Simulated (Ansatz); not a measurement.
Reaction (ligand exchange at a B–N bond): `BN[SiH2]F` + `[SiH3][SiH2]N[SiH2]Cl` → `BN([SiH2][SiH3])[SiH2]Cl` + `N[SiH2]F`

Computed with Ansatz on PBE0-D4/def2-TZVP structures; ΔE is electronic, products minus reactants. CCSD(T)/CBS adds triple-zeta CCSD(T) − MP2 to the extrapolated MP2 energy (def2 sets, frozen cores). DFT in def2-TZVPP. B3LYP here is the variant with VWN-RPA as its local correlation; programs differ in this. Each species was taken in one conformer, which may not be the lowest.

Problem. Is it downhill or uphill in electronic energy at CCSD(T)/CBS, and by how much? (An estimate is asked.)

Solution. Computed: Uphill: ΔE = +2.0 kcal/mol.

Problem. What do these levels give: PBE-D4, B3LYP, MP2/def2-TZVPP, CCSD(T)/def2-TZVPP, HF/def2-QZVPP, MP2/def2-QZVPP? (Best estimate.)

Solution. The calculation gave: PBE-D4 2.3, B3LYP 3.4, MP2/def2-TZVPP 1.5, CCSD(T)/def2-TZVPP 2.0, HF/def2-QZVPP 3.7, MP2/def2-QZVPP 1.5 kcal/mol.

Largest T1 diagnostic among the species: 0.012.

The D4 term adds −1.2 kcal/mol with B3LYP and −0.7 kcal/mol with PBE0; it sums over pairs of atoms, weighted by their polarisabilities, and B3LYP, whose exchange is more repulsive, gets the larger term. In def2-TZVPP, CCSD(T) changes the Hartree–Fock value by −1.8 kcal/mol (the triples alone add −0.3 kcal/mol) and MP2 by −2.2 kcal/mol.
